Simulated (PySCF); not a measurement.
## Electric properties by functional and basis

Compound: C2H3NOSi.
Cartesian coordinates in Å at the PBE0-D3(BJ)/def2-SVP level; atoms count from 1:
```xyz
8
C2H3NOSi angstrom
N      2.405    0.612   -1.322
C      1.554    0.099   -0.724
Si     0.141   -0.640    0.228
C     -1.305    0.645    0.259
O     -2.316    0.366    0.849
H     -0.302   -1.881   -0.460
H      0.598   -0.918    1.615
H     -1.193    1.631   -0.268
```

PySCF, dipoles from the SCF density, polarisabilities from static response with core orbitals frozen. The structure is a single PBE0-D3(BJ)/def2-SVP conformer in the gas phase; no vibrational or solvent corrections.

The anisotropy is √(½[(α1 − α2)² + (α2 − α3)² + (α3 − α1)²]).

```csv
level,μ (D),α (au),anisotropy (au)
LDA/def2-SVPD,1.646,61.63,31.56
PBE/def2-SVPD,1.575,60.65,31.33
B3LYP/def2-SVPD,1.443,57.96,28.27
PBE0/def2-SVPD,1.446,57.47,28.08
BHandHLYP/def2-SVPD,1.334,55.21,25.99
CAM-B3LYP/def2-SVPD,1.394,56.64,26.67
wB97X-D/def2-SVPD,1.397,56.88,26.93
LC-wPBE/def2-SVPD,1.369,55.32,25.86
HF/def2-SVPD,1.196,52.79,24.39
PBE0/6-31G*,1.414,46.91,28.10
PBE0/def2-SVP,1.428,48.79,25.82
PBE0/6-31+G*,1.449,53.30,30.59
PBE0/aug-cc-pVDZ,1.520,58.63,29.16
PBE0/def2-TZVP,1.477,54.93,29.16
PBE0/def2-TZVPD,1.468,58.56,28.56
```

The dipole runs from 1.20 D (HF/def2-SVPD) to 1.65 D (LDA/def2-SVPD). No reference polarisability is at hand; against PBE0 in the largest diffuse basis at hand (def2-TZVPD) the other PBE0 rows deviate by 6-31G* -20%, def2-SVP -17%, 6-31+G* -9%, def2-SVPD -2%, aug-cc-pVDZ 0%, def2-TZVP -6%. In one basis (def2-SVPD) the functionals order the polarisability from HF (lowest) to LDA (highest), a spread of 17%. With PBE0 the polarisability is 50.21 au without diffuse functions (mean of 6-31G*, def2-SVP and def2-TZVP) and 56.99 au with them (mean of 6-31+G*, def2-SVPD, aug-cc-pVDZ and def2-TZVPD).
